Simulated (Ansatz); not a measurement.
`[CH3][InH][C]#N`, relaxed with RKS PBE0-D4/def2-TZVP in Ansatz 0.2.0 from a PBE-D4/def2-SVP geometry. The force threshold is 0.005 eV/Å; the program also tests the step.

The species carries charge 0 and has multiplicity 1. In takes the def2 core potential.

Start:

```xyz
8

C     0.225    0.999   -1.013
In   -0.010    0.081    0.930
C    -0.405   -2.052    0.833
N    -0.610   -3.207    0.748
H     0.437    0.220   -1.768
H     1.040    1.747   -0.995
H    -0.720    1.514   -1.280
H     0.044    0.699    2.545
```

```json
{"step": "1", "energy (eV)": "-8799.1709", "largest force (eV/Å)": "2.292", "largest move (Å)": "0.000"}
{"step": "2", "energy (eV)": "-8799.2223", "largest force (eV/Å)": "0.138", "largest move (Å)": "0.050"}
{"step": "3", "energy (eV)": "-8799.2246", "largest force (eV/Å)": "0.032", "largest move (Å)": "0.015"}
{"step": "4", "energy (eV)": "-8799.2247", "largest force (eV/Å)": "0.008", "largest move (Å)": "0.009"}
{"step": "5", "energy (eV)": "-8799.2248", "largest force (eV/Å)": "0.020", "largest move (Å)": "0.013"}
{"step": "6 (rejected)", "energy (eV)": "-8799.2247", "largest force (eV/Å)": "0.070", "largest move (Å)": "0.071"}
{"step": "7", "energy (eV)": "-8799.2250", "largest force (eV/Å)": "0.015", "largest move (Å)": "0.035"}
{"step": "8 (rejected)", "energy (eV)": "-8799.2237", "largest force (eV/Å)": "0.156", "largest move (Å)": "0.098"}
{"step": "9", "energy (eV)": "-8799.2251", "largest force (eV/Å)": "0.010", "largest move (Å)": "0.008"}
{"step": "10", "energy (eV)": "-8799.2252", "largest force (eV/Å)": "0.002", "largest move (Å)": "0.019"}
{"step": "11", "energy (eV)": "-8799.2254", "largest force (eV/Å)": "0.084", "largest move (Å)": "0.075"}
{"step": "12", "energy (eV)": "-8799.2257", "largest force (eV/Å)": "0.035", "largest move (Å)": "0.004"}
{"step": "13", "energy (eV)": "-8799.2259", "largest force (eV/Å)": "0.005", "largest move (Å)": "0.022"}
{"step": "14", "energy (eV)": "-8799.2260", "largest force (eV/Å)": "0.077", "largest move (Å)": "0.089"}
{"step": "15", "energy (eV)": "-8799.2262", "largest force (eV/Å)": "0.037", "largest move (Å)": "0.018"}
{"step": "16", "energy (eV)": "-8799.2268", "largest force (eV/Å)": "0.002", "largest move (Å)": "0.020"}
{"step": "17", "energy (eV)": "-8799.2269", "largest force (eV/Å)": "0.037", "largest move (Å)": "0.043"}
{"step": "18", "energy (eV)": "-8799.2271", "largest force (eV/Å)": "0.038", "largest move (Å)": "0.024"}
{"step": "19", "energy (eV)": "-8799.2273", "largest force (eV/Å)": "0.042", "largest move (Å)": "0.041"}
{"step": "20", "energy (eV)": "-8799.2274", "largest force (eV/Å)": "0.039", "largest move (Å)": "0.023"}
{"step": "21", "energy (eV)": "-8799.2275", "largest force (eV/Å)": "0.033", "largest move (Å)": "0.030"}
{"step": "22", "energy (eV)": "-8799.2276", "largest force (eV/Å)": "0.043", "largest move (Å)": "0.036"}
{"step": "23 (rejected)", "energy (eV)": "-8799.2273", "largest force (eV/Å)": "0.090", "largest move (Å)": "0.048"}
{"step": "24", "energy (eV)": "-8799.2276", "largest force (eV/Å)": "0.027", "largest move (Å)": "0.023"}
{"step": "25", "energy (eV)": "-8799.2277", "largest force (eV/Å)": "0.036", "largest move (Å)": "0.030"}
{"step": "26", "energy (eV)": "-8799.2278", "largest force (eV/Å)": "0.014", "largest move (Å)": "0.007"}
{"step": "27", "energy (eV)": "-8799.2278", "largest force (eV/Å)": "0.007", "largest move (Å)": "0.004"}
{"step": "28", "energy (eV)": "-8799.2278", "largest force (eV/Å)": "0.000", "largest move (Å)": "0.002"}
```

End:

```xyz
8

C     0.228    0.991   -0.990
In    0.095    0.064    0.924
C    -0.548   -1.983    0.816
N    -0.894   -3.082    0.733
H     0.906    0.413   -1.620
H     0.582    2.018   -0.921
H    -0.758    0.978   -1.460
H     0.388    0.601    2.518
```

Hardware: 2 threads of an AMD EPYC 7R13 on a shared host. Wall time 100 s, peak host memory 0.41 GiB.
